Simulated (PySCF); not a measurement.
Spectra and structures to be paired. The calculation used PySCF, TDDFT PBE0/def2-SVPD, vertical, gas phase, core orbitals frozen in the response. Geometries: GFN2-xTB; one conformer of each isolated species. Triplets are in the Tamm–Dancoff approximation.

A. `CO[C@@H]1OC[C@@H](C)O1`
B. `O=CC(C#C[SiH2]C)=O`
C. `C[C@H]1CS1`

Lowest singlet levels (six at most, fewer where fewer were computed) with oscillator strengths:

1. 171 nm (f 0.004); 161 nm (f 0.019); 158 nm (f 0.021); 155 nm (f 0.019); 153 nm (f 0.003); 151 nm (f 0.008); T1 7.14 eV
2. 253 nm (f 0.000); 201 nm (f 0.008); 198 nm (f 0.051); 185 nm (f 0.038); 177 nm (f 0.002); 163 nm (f 0.023); T1 4.45 eV
3. 479 nm (f 0.000); 330 nm (f 0.000); 291 nm (f 0.000); 264 nm (f 0.162); 231 nm (f 0.000); 215 nm (f 0.000); T1 2.01 eV

Task: Which spectrum belongs to which structure?

Result: 1 = A, 2 = C, 3 = B.
- A: S1 at 7.25 eV, HOMO→LUMO (94%); Löwdin shares by element: HOMO oxygen 71%, carbon 4% or more (atoms not listed hold the other 25%); LUMO carbon 33% or more, hydrogen 8% or more (atoms not listed hold the other 59%); HOMO -7.64 and LUMO 0.72 eV.
- B: S1 at 2.59 eV, HOMO→LUMO (98%); Löwdin shares by element: HOMO oxygen 64%, carbon 25% or more; LUMO oxygen 43%, carbon 36% or more (atoms not listed hold the other 22%); HOMO -7.89 and LUMO -3.35 eV; point group Cs, 5 of its 6 listed states under f = 0.0005.
- C: S1 at 4.91 eV, HOMO→LUMO (98%); Löwdin shares by element: HOMO sulfur 75%, carbon 17% or more; LUMO sulfur 56%, carbon 31% or more; HOMO -6.51 and LUMO 0.15 eV.
